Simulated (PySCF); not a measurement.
A structure optimised at PBE0-D3(BJ)/def2-SVP, used in a PySCF frequency run:

```
O
Si 1 1.6115
F 2 1.6043 1 110.44
F 2 1.6075 3 105.32 1 118.54
O 2 1.6269 3 110.58 4 120.07
H 5 0.9613 2 118.11 3 -49.99
Si 1 1.6680 2 147.14 3 121.61
H 7 1.4871 1 107.59 2 174.54
H 7 1.4905 8 110.15 1 -119.41
H 7 1.4908 8 110.18 9 -121.08
```
Charge 0, spin multiplicity 1.

**Question.** Write its SMILES and formula.

**Answer.** O[Si](F)(F)O[SiH3], F₂H₄O₂Si₂

**Question.** What are its rotational constants (standard atomic weights)?

**Answer.** 3.8227, 1.3528, 1.3404 GHz
